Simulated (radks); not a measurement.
Kr XIX, configuration [Ar]. All-electron calculation, scalar-relativistic Kohn-Sham, PBE, spin-polarised, spherical densities, finite nucleus; Fermi nuclear charge, rms radius 4.1884 fm. Program: a radial shooting solver on a logarithmic mesh with Libxc functionals. Some entries of the table are withheld. Estimate them.

orbital,occ.,eigenvalue (eV),<r^2> (bohr^2)
1s,2,-14840.79,0.002320
2s,2,(1),(2)
2p,6,-2334.194,0.03083
3s,2,-835.1159,0.2540
3p,6,-766.4590,0.2493

Answer. 
(1) 2s eigenvalue (eV): -2547.463
(2) 2s <r^2> (bohr^2): 0.03909
